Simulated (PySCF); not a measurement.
Species: C7H10NO2 (charge -1).
Geometry (PBE0-D3(BJ)/def2-SVP, Å), atoms numbered from 1 in this order:
```
atom  x, y, z in Å
C1    -3.1310   -0.5142   -0.3497
N2    -2.8508    0.8269   -0.7921
C3    -2.0263    1.5442   -0.1394
C4    -1.2248    1.2191    1.0779
C5     0.2646    1.0165    0.6530
O6     0.9038    2.0534    0.4140
C7     0.6768   -0.3283    0.5654
C8     1.9658   -0.8010    0.1578
C9     3.0083    0.2297   -0.2562
O10    2.2709   -1.9997    0.1221
H11   -4.0753   -0.8672   -0.7961
H12   -3.2087   -0.6328    0.7484
H13   -2.3298   -1.1980   -0.6816
H14   -1.8124    2.5415   -0.5610
H15   -1.2273    2.0923    1.7494
H16   -1.6123    0.3410    1.6119
H17   -0.0306   -1.1148    0.8446
H18    3.9194   -0.3075   -0.5591
H19    3.2200    0.9299    0.5659
H20    2.6349    0.8648   -1.0737
```

Theory: PBE0-D3(BJ)/def2-SVP geometry optimisation, gas phase in PySCF 2.14.0.

Masses are those of the commonest isotopes; rigid-rotor values at the optimised geometry. The values belong to one conformer with, in the numbering `[CH3:1]/[N:2]=[CH:3]\[CH2:4]/[C:5]([O-:6])=[CH:7]/[C:8]([CH3:9])=[O:10]`, N2–C3–C4–C5 106°, C3–C4–C5–O6 76°, C5–C7–C8–C9 -1°.

**Question.** Give the principal moments of inertia and the rotational constants in MHz.

**Answer.** Ia = 227.57, Ib = 700.13, Ic = 850.53 u·Å²; 505379 MHz·u·Å²/I gives A = 2221, B = 721.8, C = 594.2 MHz.

**Question.** What kind of rotor is it?

**Answer.** An asymmetric top: κ = (2 × 721.8 − 2221 − 594.2)/(2221 − 594.2) = -0.84.

**Question.** What does the inertial defect say?

**Answer.** Not planar: Δ = Ic − Ia − Ib = -77.17 u·Å². For a rigid frame Δ = −2 Σ m c², so Σ m c² = 38.59 u·Å² lies off the ab plane: 10.87 from hydrogen and 27.71 from heavier atoms. The atom farthest from that plane is 1.60 Å away.

**Question.** Give the other two planar moments, Paa and Pbb, and the rms extents of the mass along the axes.

**Answer.** Paa = Σ m a² = (Ib + Ic − Ia)/2 = 661.55 and Pbb = Σ m b² = (Ia + Ic − Ib)/2 = 188.99 u·Å². With the mass M = 140.07 u, the rms extents √(P/M) along a, b and c are 2.17, 1.16, 0.52 Å.

**Question.** List the rotational levels J(Ka,Kc) to J = 3 (MHz).

**Answer.** Above 0(0,0):
J = 1: 1(0,1) 1316, 1(1,1) 2815, 1(1,0) 2943
J = 2: 2(0,2) 3940, 2(1,2) 5319, 2(1,1) 5702, 2(2,1) 10199, 2(2,0) 10207
J = 3: 3(0,3) 7857, 3(1,3) 9071, 3(1,2) 9837, 3(2,2) 14147, 3(2,1) 14186, 3(3,1) 21965, 3(3,0) 21966
Those of J = 1 are B + C, A + C and A + B.

**Question.** Which types of transition are allowed, and where do some lines up to J = 3 fall?

**Answer.** The dipole components (about the centre of mass, as the species is charged) are |μa| = 4.17 D, |μb| = 0.28 D, |μc| = 1.20 D. The squared components, which scale the intensities, stand as 1.00 : 0.00 : 0.08 (a : b : c). Some lines, for components of 0.1 D or more:

```tsv
type	branch	J(Ka,Kc)	MHz	lower level (cm⁻¹)
a	Q	3(1,2) ← 3(1,3)	766	0.303
b	R	2(0,2) ← 1(1,1)	1125	0.094
a	R	1(0,1) ← 0(0,0)	1316	0.000
b	Q	3(1,2) ← 3(0,3)	1979	0.262
a	R	2(1,2) ← 1(1,1)	2504	0.094
a	R	2(0,2) ← 1(0,1)	2624	0.044
a	R	2(1,1) ← 1(1,0)	2760	0.098
c	R	1(1,0) ← 0(0,0)	2943	0.000
a	R	3(1,3) ← 2(1,2)	3752	0.177
a	R	3(2,2) ← 2(2,1)	3948	0.340
a	R	3(1,2) ← 2(1,1)	4134	0.190
c	R	2(1,1) ← 1(0,1)	4386	0.044
b	R	3(1,3) ← 2(0,2)	5131	0.131
c	R	3(1,2) ← 2(0,2)	5896	0.131
b	R	2(2,1) ← 1(1,0)	7256	0.098
c	R	2(2,0) ← 1(1,0)	7264	0.098
c	R	2(2,1) ← 1(1,1)	7384	0.094
c	Q	3(3,1) ← 3(2,1)	7779	0.473
b	Q	3(3,0) ← 3(2,1)	7780	0.473
b	Q	3(3,1) ← 3(2,2)	7818	0.472
b	R	3(2,2) ← 2(1,1)	8445	0.190
b	R	3(3,1) ← 2(2,0)	11759	0.340
c	R	3(3,0) ← 2(2,0)	11759	0.340
c	R	3(3,1) ← 2(2,1)	11766	0.340
b	R	3(3,0) ← 2(2,1)	11767	0.340
```

**Question.** Estimate the classical rotational partition function at 50 K, 100 K and 200 K.

**Answer.** Point group C1, symmetry number σ = 1; q = (√π/σ)·√((kT/h)³/(ABC)), k/h = 20836.6 MHz/K: 61100 at 50 K, 173000 at 100 K, 489000 at 200 K.

PBE0-D3(BJ)/def2-SVP frequencies: not computed here. No vibrational averaging or centrifugal distortion is included, and the geometry carries the error of its method. A rigid rotor knows nothing of internal rotation, which can split or shift real lines. Quadrupole hyperfine structure (14N) is left out.
